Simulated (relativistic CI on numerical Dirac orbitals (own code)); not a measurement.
Computed by Dirac-Coulomb-Breit CI, orbitals from a KLI potential per configuration, model QED, unscaled Slater integrals (own radial code, finite nucleus).

Configuration list (outside the closed core 1s2): 2s, 2p, 3s, 3p, 3d, 4s, 4p, 4d, 4f, 5s, 5p, 5d, 5f, 5g, 6s, 6p, 6d. Levels of other configurations are missing.

At this charge energies of transitions that change n are usually good to better than 1 %, and those within a shell (Δn = 0) to a few per cent.

Outline of the computed level scheme of Pm LIX. Lowest level of each configuration: 2s 2S_1/2 at 0.00 eV; 2p 2P°_1/2 at 143.00 eV; 3s 2S_1/2 at 7210.92 eV; 3p 2P°_1/2 at 7250.08 eV; 3d 2D_3/2 at 7450.19 eV; 4s 2S_1/2 at 9692.10 eV; 4p 2P°_1/2 at 9708.06 eV; 4d 2D_3/2 at 9792.13 eV; 4f 2F°_5/2 at 9816.09 eV.

Some strong electric-dipole decays among the lowest 15 levels: 3d 2D_5/2 → 2p 2P°_3/2 (7.8e+14 s⁻¹); 3d 2D_3/2 → 2p 2P°_1/2 (7.1e+14 s⁻¹); 3p 2P°_1/2 → 2s 2S_1/2 (3.1e+14 s⁻¹); 4d 2D_5/2 → 2p 2P°_3/2 (2.5e+14 s⁻¹); 3p 2P°_3/2 → 2s 2S_1/2 (2.5e+14 s⁻¹); 4d 2D_3/2 → 2p 2P°_1/2 (2.4e+14 s⁻¹); 4f 2F°_7/2 → 3d 2D_5/2 (1.7e+14 s⁻¹); 4f 2F°_5/2 → 3d 2D_3/2 (1.6e+14 s⁻¹).
